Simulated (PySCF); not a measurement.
# Working out the electron affinity of Pb

Pb⁻ [Xe] 4f14 5d10 6s2 6p3 (4S) → Pb [Xe] 4f14 5d10 6s2 6p2 (3P). All numbers are calculated (PySCF 2.14, scalar relativity through the core potential, in aug-cc-pVTZ-PP with one added diffuse shell each of d, f type with ECP60MDF (6s5p5d3f, 67 functions)). Frozen: 5s2 5p6 5d10. Energies in hartree (1 hartree = 27.21139 eV):

```tsv
part	Pb⁻ (lower)	Pb (upper)
UHF	-191.867792	-191.835764
MP2 opposite-spin	-0.033938	-0.029811
MP2 same-spin	-0.015833	-0.007071
```

Question: What does Hartree-Fock give?

Answer: (-191.835764) − (-191.867792) = 0.032028 hartree = 0.872 eV.

Question: What do MP2 and SCS-MP2 (6/5 opposite-spin, 1/3 same-spin) give?

Answer: The opposite-spin parts differ by 0.112 eV and the same-spin parts by 0.238 eV. MP2: 0.872 + (0.112) + (0.238) = 1.222 eV. SCS-MP2: 0.872 + 1.2 × (0.112) + (0.238)/3 = 1.086 eV.

Reference: 0.357 eV (measured; photodetachment measurements, as compiled on the Wikipedia data page of electron affinities), between the lowest levels; spin-orbit coupling is absent from the calculation.

What remains against the reference includes basis incompleteness, the frozen core and correlation beyond second order.
